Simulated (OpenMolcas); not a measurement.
An atom or ion with 76 electrons was computed by SS-CASPT2, IPEA 0.25 Eh, imaginary shift 0.1 Eh with spin-orbit coupling (OpenMolcas, ANO-RCC-VTZP, DKH2). The lowest levels that the run gave, each within 12 % of the measured value where one is at hand:

| J | Parity | E (cm⁻¹) | g |
| --- | --- | --- | --- |
| 4 | even | 0.0 | 1.239 |
| 2 | even | 7180 | 1.089 |
| 3 | even | 12500 | 1.084 |
| 2 | even | 19090 | 1.108 |
| 0 | even | 19640 |  |
| 1 | even | 23090 | 1.501 |
| 4 | even | 26660 | 1.012 |
| 2 | even | 31320 | 0.970 |
| 0 | even | 56270 |  |

Task: Which ion is it, and what are the configurations and terms?

Result: Au³⁺ (Z = 79, charge +3; active space 8 electrons in 5 orbitals (5d)). J, parity and g give the terms where levels are pure, and mixed ones are named by the computed weights; the size of the splittings, set against known spectra of the 76-electron sequence, gives the charge. In order, with the measured energies in cm⁻¹ (Zainab et al., Astrophys. J. Suppl. Ser. 267, 12 (2023)): 5d⁸ ³F₄, 5d⁸ ¹D₂ [49 %], 5d⁸ ³F₃ (12294), 5d⁸ ³P₂ [52 %], 5d⁸ ³P₀ (18185), 5d⁸ ³P₁ (21490), 5d⁸ ¹G₄ (25702), 5d⁸ ¹D₂ [49 %], 5d⁸ ¹S₀ (55278).

CASPT2 does not keep the components of a term degenerate, so their means are used; among the terms shown or strongly mixed into the levels shown the widest spread is 750 cm-1 (5d⁸ ¹G). Computed and measured levels are paired by configuration, term and J; levels that our copy of the source lacks, or whose pairing is in doubt (as where it misses far off the trend of its configuration), stay unpaired and out of the deviations. Only configurations of the active space appear.

A share in square brackets marks a mixed level and gives the weight of the term that names it.
